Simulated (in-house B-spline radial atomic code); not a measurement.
Configurations of the tellurium ion Te³⁺, with energies counted from [Kr] 4d10 5s2 5p1. Method: scalar-relativistic (X2C) r2SCAN0, spin-polarised, spherical fractional occupations, Fermi nucleus of rms radius 4.7423 fm. Calculated with an all-electron radial atomic-structure program (B-spline basis). Shells without spins written out take the highest spin.

Caution: exact exchange at fractional occupations of open shells leaves self-interaction of up to several eV.

Occupations are held fixed; configurations that lie above the ionisation limit could autoionise.

| configuration | E - E(ref) (eV) | highest orbital | its <r> (bohr) |
| --- | --- | --- | --- |
| [Kr] 4d10 5s2 5d1 | 14.525 | 5d up | 3.127 |
| [Kr] 4d10 4f1 5s1 5p1 | 30.672 | 4f up | 3.049 |
| [Kr] 4d10 5s1 5p1 5f1 | 36.107 | 5f up | 5.945 |
| [Kr] 4d(4 up, 5 down) 5s2 5p(0 up, 2 down) | 45.098 | 5p down | 2.147 |
| [Ar] 3d10 4s2 4p5 4d10 5s2 5p1 6d1 | 149.81 | 6d up | 5.805 |
| [Ar] 3d10 4s2 4p5 4d10 5s2 5p1 5f1 | 151.22 | 5f up | 5.541 |
| [Ar] 3d(4 up, 5 down) 4s2 4p6 4d10 4f(0 up, 1 down) 5s2 5p(1 up, 0 down) | 610.4 | 4f down | 2.652 |

Q: Order these further configurations by energy, lowest first.
A. [Kr] 4d10 5s2 6d1
B. [Kr] 4d10 5s(1 up, 0 down) 5p(0 up, 1 down) 6s(0 up, 1 down)
C. [Ar] 3d9 4s2 4p6 4d10 5s2 5p1 6f1
D. [Kr] 4d10 4f(1 up, 0 down) 5s2
E. [Kr] 4d10 5s1 5p1 6d1

A: D (20.726 eV), A (23.764 eV), B (27.373 eV), E (34.256 eV), C (619.62 eV).

Q: How far above the reference does [Kr] 4d10 5s2 6p1 lie?

A: 18.801 eV; its least bound orbital is 6p up with <r> = 4.633 bohr.

Q: How far above the reference does [Kr] 4d10 5s2 6f1 lie?

A: 28.818 eV; its least bound orbital is 6f up with <r> = 9.712 bohr.
